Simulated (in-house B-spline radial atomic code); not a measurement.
Radial electron density of In3+, [Kr] 4d10. Level of theory: non-relativistic PBE, spin-polarised, spherical fractional occupations, point nucleus, inside a hard spherical wall at 6.33 bohr; calculated with a radial B-spline atomic code at the basis-set limit.

Columns: r (bohr), 4πr²n(r) (electrons per bohr), bar.

```
 0.00132    1.591 #
  0.0016    2.274 #
 0.00195    3.264 ##
 0.00237    4.627 ###
 0.00288      6.5 ####
 0.00351    9.077 #####
 0.00426    12.42 #######
 0.00518    16.79 #########
  0.0063    22.26 ############
 0.00767    28.87 ################
 0.00932    36.31 ####################
  0.0113    44.07 #########################
  0.0138     51.7 #############################
  0.0168    57.68 ################################
  0.0204    60.96 ##################################
  0.0248    61.01 ##################################
  0.0301    58.32 ################################
  0.0366    54.79 ##############################
  0.0445    53.54 ##############################
  0.0542    57.27 ################################
  0.0659    65.88 #####################################
  0.0801    75.27 ##########################################
  0.0974    79.07 ############################################
   0.118    73.79 #########################################
   0.144    62.67 ###################################
   0.175    55.62 ###############################
   0.213    58.14 ################################
   0.259    64.23 ####################################
   0.315    61.49 ##################################
   0.383    45.99 ##########################
   0.465    27.97 ################
   0.566    19.18 ###########
   0.688    20.25 ###########
   0.836    22.16 ############
    1.02    18.95 ###########
    1.24    12.42 #######
     1.5    6.545 ####
    1.83    2.696 ##
    2.22   0.9161 #
     2.7   0.2363 
    3.29  0.04209 
       4 0.004807
```

On this grid the curve has 4 maxima, near 0.0248, 0.0974, 0.259, 0.836 bohr.

The 4d down radial function P(r) = rR(r), positive near the nucleus:

| r (bohr) | P |
| --- | --- |
| 0.0113 | 0.001493 |
| 0.0168 | 0.004496 |
| 0.0248 | 0.01275 |
| 0.0366 | 0.03416 |
| 0.0542 | 0.08497 |
| 0.0801 | 0.187 |
| 0.118 | 0.3462 |
| 0.175 | 0.5025 |
| 0.259 | 0.4709 |
| 0.383 | 0.07067 |
| 0.566 | -0.576 |
| 0.836 | -0.993 |
| 1.24 | -0.8741 |
| 1.83 | -0.4733 |
| 2.7 | -0.151 |
| 4 | -0.02189 |
